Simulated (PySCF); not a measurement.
Se(NH2)2 (H4N2Se), SMILES N[Se]N. Coordinates come from a B3LYP-D3(BJ)/def2-TZVP optimisation. The values are those of a single conformer.

Computed with B3LYP-D3(BJ)/def2-TZVP (PySCF 2.14.0).

Harmonic wavenumbers (cm⁻¹): 251, 389, 436, 505, 561, 715, 769, 997, 1005, 1580, 1591, 3498, 3500, 3602, 3607. Rotational constants (GHz): 14.99, 6.603, 4.829; symmetry number 2.

**Question.** Work out the zero-point energy and the ideal-gas rigid-rotor harmonic-oscillator thermochemistry at 298.15 K and 1 atm.

**Answer.** ZPE = ½ Σ hcν = ½ × 23005 cm⁻¹ = 137.60 kJ/mol. H − E(el) = 152.13 kJ/mol. Entropy in J/(mol K): translation 167.48, rotation 94.75, vibration 22.84, total 285.08. G − E(el) = 67.14 kJ/mol. Cp = 72.46 J/(mol K).
